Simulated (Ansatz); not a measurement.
Computed with Ansatz.

A structure relaxed at PBE0-D4/def2-TZVP, charge 0, multiplicity 1:

```xyz
14

C     0.5243    1.5288    0.5137
C    -0.2457    0.7783   -0.5347
F    -1.5876    0.9188   -0.2895
F    -0.0247    1.3680   -1.7477
C     0.0498   -0.6995   -0.7018
C    -0.3463   -1.5583    0.4701
F    -0.2096   -2.8642    0.1286
F     0.4746   -1.3394    1.5335
H     0.3177    1.1249    1.5032
H     1.5936    1.4499    0.3173
H     0.2282    2.5773    0.4777
H    -0.5123   -1.0427   -1.5727
H     1.1136   -0.8435   -0.9010
H    -1.3755   -1.3984    0.8033
```

(1) Give its formula and SMILES.

(2) Point group (tolerance 0.08 Å, 0.16 Å for H)?

(3) Summarise the bond lengths by kind.

## Answers

(1) C4H6F4, `CC(F)(F)CC(F)F`.

(2) C1.

(3) 3 × C–C 1.502 to 1.516 Å; 6 × C–H 1.089 to 1.093 Å; 4 × C–F 1.357 to 1.371 Å.
